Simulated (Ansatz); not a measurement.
Reaction (formal exchange of groups at a C–N bond): `CCNBN` + `[NH2][InH2]` → `C[CH2][InH][NH2]` + `NBN`

Gas-phase electronic energies from Ansatz, PBE0-D4/def2-TZVP geometries. CCSD(T)/CBS adds triple-zeta CCSD(T) − MP2 to the extrapolated MP2 energy (def2 sets, frozen cores). Functionals use def2-TZVPP. B3LYP here is the variant with VWN-RPA as its local correlation; programs differ in this. Elements past krypton have def2 core potentials. For In outer-core shells are correlated without core-valence functions, which leaves a few kJ/mol of doubt a bond. Each species was taken in one conformer, which may not be the lowest.

```csv
level,ΔE (kcal/mol),difference from CCSD(T)/CBS
PBE-D4,-8.4,2.1
r2SCAN-D4,-8.5,2.0
PBE0-D4,-8.0,2.5
B3LYP-D4,-8.1,2.4
ωB97X-V,-7.3,3.2
ωB97M-V,-8.1,2.4
B2PLYP,-8.9,1.6
PBE,-8.3,2.2
r2SCAN,-8.5,2.0
PBE0,-7.9,2.6
B3LYP,-7.9,2.6
HF/def2-TZVPP,-5.3,5.2
MP2/def2-TZVPP,-11.1,-0.6
SCS-MP2/def2-TZVPP,-9.7,0.8
CCSD/def2-TZVPP,-8.8,1.7
CCSD(T)/def2-TZVPP,-9.1,1.4
HF/def2-QZVPP,-5.4,5.1
MP2/def2-QZVPP,-11.9,-1.4
SCS-MP2/def2-QZVPP,-10.5,0.0
HF/CBS(def2),-5.4,5.1
MP2/CBS(def2),-12.4,-1.9
CCSD/CBS(def2),-10.1,0.4
CCSD(T)/CBS,-10.5,0
```

Largest T1 diagnostic among the species: 0.016.

In def2-TZVPP, CCSD(T) changes the Hartree–Fock value by −3.8 kcal/mol (the triples alone add −0.4 kcal/mol) and MP2 by −5.8 kcal/mol.
